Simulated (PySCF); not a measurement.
Si(F)2(Et)(NH2) (C2H7F2NSi), SMILES CC[Si](N)(F)F. Atoms are numbered in the order given.

```xyz
13

C     -1.9393    -1.1798     0.7995
C     -1.2795     0.2060     0.7489
Si     0.3482     0.2214    -0.1415
N      1.5004    -0.7940     0.5998
F      0.8377     1.7666    -0.2904
F      0.1991    -0.2933    -1.6733
H     -1.2832    -1.9153     1.2908
H     -2.1451    -1.5560    -0.2150
H     -2.8938    -1.1559     1.3483
H     -1.1125     0.5979     1.7690
H     -1.9403     0.9412     0.2576
H      1.6379    -0.7847     1.6049
H      2.3401    -1.0856     0.1093
```

Coordinates come from a B3LYP-D3(BJ)/def2-SVP optimisation. The values are those of a single conformer.

Computed with B3LYP-D3(BJ)/def2-SVP (PySCF).

Frequencies are harmonic and unscaled.

```csv
mode,ν (cm⁻¹),IR (km/mol),Raman (Å⁴/amu),depolarisation,moving atoms (share of kinetic energy)
1,59,1.1,0.2,0.75,"H 37 %, C 36 %, F 18 %, N 8 %"
2,133,2.3,0.4,0.73,"F 40 %, H 26 %, C 20 %, N 11 %"
3,152,10.0,0.6,0.73,"H 63 %, F 19 %, C 12 %"
4,180,2.9,0.8,0.74,"H 67 %, N 14 %, F 9 %"
5,242,10.6,1.1,0.74,"H 48 %, F 27 %, C 13 %, N 12 %"
6,293,15.5,1.1,0.53,"H 54 %, F 21 %, C 15 %"
7,307,21.2,1.2,0.53,"F 43 %, H 21 %, C 16 %, Si 14 %"
8,342,37.0,1.3,0.75,"F 40 %, H 28 %, N 15 %, Si 13 %"
9,367,95.3,0.5,0.57,"H 57 %, N 17 %, F 13 %"
10,401,80.4,1.5,0.29,"F 28 %, N 22 %, Si 21 %, C 16 %, H 13 %"
11,648,3.8,9.7,0.05,"C 41 %, H 29 %, F 15 %"
12,690,15.6,1.7,0.12,"H 67 %, C 20 %, N 9 %"
13,774,1.2,1.3,0.28,"H 56 %, F 24 %, N 16 %"
14,867,197.8,0.6,0.34,"Si 39 %, F 25 %, H 18 %, N 14 %"
15,922,100.2,1.7,0.70,"H 38 %, Si 27 %, F 25 %"
16,932,154.3,2.9,0.73,"Si 40 %, F 24 %, H 18 %, N 15 %"
17,982,24.8,3.6,0.38,"H 63 %, C 23 %, Si 10 %"
18,993,87.8,0.8,0.49,"H 56 %, Si 22 %, C 11 %"
19,1045,22.3,3.2,0.44,"C 64 %, H 35 %"
20,1247,3.5,3.9,0.75,"H 79 %, C 21 %"
21,1278,12.3,0.6,0.04,"H 58 %, C 41 %"
22,1400,0.5,2.7,0.74,"H 82 %, C 18 %"
23,1429,7.2,13.8,0.75,"H 92 %, C 8 %"
24,1476,6.0,17.1,0.75,H 97 %
25,1482,6.1,13.5,0.74,H 96 %
26,1536,69.0,5.7,0.70,"H 88 %, N 11 %"
27,3027,13.1,97.8,0.15,H 94 %
28,3032,25.6,139.3,0.01,H 97 %
29,3074,4.3,108.7,0.69,"H 91 %, C 9 %"
30,3112,21.9,87.4,0.70,"H 90 %, C 10 %"
31,3117,21.2,31.9,0.73,"H 91 %, C 9 %"
32,3580,38.0,122.6,0.13,H 96 %
33,3674,38.4,72.2,0.73,"H 91 %, N 9 %"
```
